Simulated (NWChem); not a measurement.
Program: NWChem. System: Bi, charge 1, spin multiplicity 3. Its SCF solution wasn't tested for a lower state. Level: UPBE0/x2c-SVPall-2c, scalar ZORA.

Input file:

```
start mol
memory heap 200 mb stack 900 mb global 1100 mb
charge 1
geometry units angstroms nocenter noautoz noautosym
  Bi     0.000000     0.000000     0.000000
end
basis spherical
  * library x2c-svpall-2c
end
relativistic
  zora on
end
dft
  xc pbe0
  odft
  mult 3
  semidirect memsize 60000000 filesize 0
  iterations 100
  grid fine
end
task dft energy
```

Part of the output:

```
             Northwest Computational Chemistry Package (NWChem) 7.3.0
             --------------------------------------------------------

                                NWChem Input Module
                                -------------------

 Scaling coordinates for geometry "geometry" by  1.889725989
 (inverse scale =  0.529177249)

                             Geometry "geometry" -> ""
                             -------------------------

 Output coordinates in angstroms (scale by  1.889725989 to convert to a.u.)

  No.       Tag          Charge          X              Y              Z
 ---- ---------------- ---------- -------------- -------------- --------------
    1 Bi                  83.0000     0.00000000     0.00000000     0.00000000

 Effective nuclear repulsion energy (a.u.)       0.0000000000

            Nuclear Dipole moment (a.u.)
            ----------------------------
        X                 Y               Z
 ---------------- ---------------- ----------------
     0.0000000000     0.0000000000     0.0000000000


 Summary of "ao basis" -> "" (spherical)
 ------------------------------------------------------------------------------
       Tag                 Description            Shells   Functions and Types
 ---------------- ------------------------------  ------  ---------------------
 *                       x2c-svpall-2c                on all atoms

                                 NWChem DFT Module
                                 -----------------

 Summary of "ao basis" -> "ao basis" (spherical)
 ------------------------------------------------------------------------------
       Tag                 Description            Shells   Functions and Types
 ---------------- ------------------------------  ------  ---------------------
 Bi                      x2c-svpall-2c              27       89   7s11p7d2f

 Summary of "ao basis" -> "ao basis" (spherical)
 ------------------------------------------------------------------------------
       Tag                 Description            Shells   Functions and Types
 ---------------- ------------------------------  ------  ---------------------
 Bi                      x2c-svpall-2c              27       89   7s11p7d2f

            General Information
            -------------------
          SCF calculation type: DFT
          Wavefunction type:  spin polarized.
          No. of atoms     :     1
          No. of electrons :    82
           Alpha electrons :    42
            Beta electrons :    40
          Charge           :     1
          Spin multiplicity:     3
          Use of symmetry is: off; symmetry adaption is: off
          Maximum number of iterations: 100
          AO basis - number of functions:    89
                     number of shells:    27
          Convergence on energy requested:  1.00D-06
          Convergence on density requested:  1.00D-05
          Convergence on gradient requested:  5.00D-04

              XC Information
              --------------
                         PBE0 Method XC Functional
                     Hartree-Fock (Exact) Exchange  0.250
          PerdewBurkeErnzerhof Exchange Functional  0.750
            Perdew 1991 LDA Correlation Functional  1.000 local
           PerdewBurkeErnz. Correlation Functional  1.000 non-local

             Grid Information
             ----------------
          Grid used for XC integration:  fine
          Radial quadrature: Mura-Knowles
          Angular quadrature: Lebedev.
          Tag              B.-S. Rad. Rad. Pts. Rad. Cut. Ang. Pts.
[...]
     5     -0.854487  1 Bi s                  4      0.194280  1 Bi s
     3     -0.161022  1 Bi s                  2      0.040891  1 Bi s
    60     -0.029127  1 Bi d  2

 Vector   45  Occ=0.000000D+00  E= 6.258576D-02
              MO Center= -9.5D-12, -9.2D-13, -2.8D-12, r^2= 2.6D+00
   Bfn.  Coefficient  Atom+Function         Bfn.  Coefficient  Atom+Function
  ----- ------------  ---------------      ----- ------------  ---------------
    59      1.101892  1 Bi d  1              54     -0.544076  1 Bi d  1
    49      0.231287  1 Bi d  1              57     -0.105497  1 Bi d -1
    44     -0.083987  1 Bi d  1              52      0.052091  1 Bi d -1

                     DFT Final Beta Molecular Orbital Analysis
                     -----------------------------------------

 Vector   38  Occ=1.000000D+00  E=-1.368763D+00
              MO Center= -2.3D-14,  2.4D-14, -2.9D-14, r^2= 4.8D-01
   Bfn.  Coefficient  Atom+Function         Bfn.  Coefficient  Atom+Function
  ----- ------------  ---------------      ----- ------------  ---------------
    53      0.936833  1 Bi d  0              55     -0.531054  1 Bi d  2
    48     -0.447147  1 Bi d  0              50      0.253470  1 Bi d  2
    43      0.165804  1 Bi d  0              51     -0.102629  1 Bi d -2
    45     -0.093988  1 Bi d  2              46      0.048985  1 Bi d -2

 Vector   39  Occ=1.000000D+00  E=-1.368763D+00
              MO Center= -2.3D-12,  6.6D-13, -7.7D-13, r^2= 4.8D-01
   Bfn.  Coefficient  Atom+Function         Bfn.  Coefficient  Atom+Function
  ----- ------------  ---------------      ----- ------------  ---------------
    54      1.076837  1 Bi d  1              49     -0.513970  1 Bi d  1
    44      0.190582  1 Bi d  1              52     -0.103099  1 Bi d -1
    47      0.049209  1 Bi d -1

 Vector   40  Occ=1.000000D+00  E=-8.070320D-01
              MO Center= -2.6D-13,  8.2D-13, -3.4D-13, r^2= 1.5D+00
   Bfn.  Coefficient  Atom+Function         Bfn.  Coefficient  Atom+Function
  ----- ------------  ---------------      ----- ------------  ---------------
     6      0.996651  1 Bi s                  5     -0.875372  1 Bi s
     7      0.304195  1 Bi s                  4      0.262766  1 Bi s
     3     -0.183485  1 Bi s                  2      0.052542  1 Bi s
    55      0.034959  1 Bi d  2

 Vector   41  Occ=0.000000D+00  E=-3.804807D-01
              MO Center=  7.5D-14, -8.9D-13, -1.3D-13, r^2= 2.6D+00
   Bfn.  Coefficient  Atom+Function         Bfn.  Coefficient  Atom+Function
  ----- ------------  ---------------      ----- ------------  ---------------
    30      0.627853  1 Bi py                27      0.539084  1 Bi py
    18     -0.274086  1 Bi py                24     -0.252148  1 Bi py
    15      0.240199  1 Bi py                12     -0.126929  1 Bi py
    29     -0.060112  1 Bi px                26     -0.051613  1 Bi px
     9      0.040736  1 Bi py                17      0.026242  1 Bi px

 Vector   42  Occ=0.000000D+00  E=-3.459169D-01
              MO Center=  5.9D-13,  3.9D-13,  1.9D-13, r^2= 2.6D+00
   Bfn.  Coefficient  Atom+Function         Bfn.  Coefficient  Atom+Function
  ----- ------------  ---------------      ----- ------------  ---------------
    31      0.653897  1 Bi pz                28      0.511506  1 Bi pz
    19     -0.273975  1 Bi pz                25     -0.240195  1 Bi pz
    16      0.237734  1 Bi pz                13     -0.124977  1 Bi pz
    10      0.040172  1 Bi pz

 Vector   43  Occ=0.000000D+00  E=-3.459169D-01
              MO Center=  2.2D-13,  8.7D-14,  2.2D-14, r^2= 2.6D+00
   Bfn.  Coefficient  Atom+Function         Bfn.  Coefficient  Atom+Function
  ----- ------------  ---------------      ----- ------------  ---------------
    29      0.650921  1 Bi px                26      0.509177  1 Bi px
    17     -0.272727  1 Bi px                23     -0.239101  1 Bi px
    14      0.236651  1 Bi px                11     -0.124409  1 Bi px
    30      0.062320  1 Bi py                27      0.048750  1 Bi py
     8      0.039989  1 Bi px                18     -0.026111  1 Bi py

   alpha - beta orbital overlaps
   -----------------------------

   alpha      1      2      3      4      5      6      7      8      9     10
    beta      1      2      3      4      5      6      7      8      9     10
 overlap   1.000  1.000  1.000  1.000  1.000  1.000  1.000  1.000  1.000  1.000

   alpha     11     12     13     14     15     16     17     18     19     20
    beta     11     12     13     14     15     16     17     18     19     20
 overlap   1.000  1.000  1.000  1.000  1.000  1.000  1.000  1.000  1.000  1.000

   alpha     21     22     23     24     25     26     27     28     29     30
    beta     21     22     23     24     25     26     27     28     29     30
 overlap   1.000  1.000  1.000  1.000  1.000  1.000  1.000  1.000  1.000  1.000

   alpha     31     32     33     34     35     36     37     38     39     40
    beta     31     32     33     34     35     36     37     38     39     40
 overlap   1.000  1.000  1.000  1.000  1.000  1.000  1.000  1.000  1.000  0.999

   alpha     41     42     43     44     45     46     47     48     49     50
    beta     42     43     41     44     48     49     46     47     45     50
 overlap   0.999  0.999  1.000  0.992  1.000  1.000  1.000  1.000  0.991  1.000

   alpha     51     52     53     54     55     56     57     58     59     60
    beta     51     52     53     54     55     56     57     58     59     60
 overlap   0.999  0.999  1.000  1.000  1.000  1.000  1.000  1.000  1.000  1.000

   alpha     61     62     63     64     65     66     67     68     69     70
    beta     61     62     63     64     65     66     67     68     69     70
 overlap   1.000  1.000  1.000  1.000  1.000  1.000  1.000  1.000  1.000  1.000

   alpha     71     72     73     74     75     76     77     78     79     80
    beta     71     72     73     74     75     76     77     78     79     80
 overlap   1.000  1.000  1.000  1.000  1.000  1.000  1.000  1.000  1.000  1.000

   alpha     81     82     83     84     85     86     87     88     89
    beta     81     82     83     84     85     86     87     88     89
 overlap   1.000  1.000  1.000  1.000  1.000  1.000  1.000  1.000  1.000

     --------------------------
     Expectation value of S2:
     --------------------------
      <S2> =      2.0023 (Exact =     2.0000)

 Task  times  cpu:       36.7s     wall:       36.7s

 Total times  cpu:       36.7s     wall:       36.7s
```
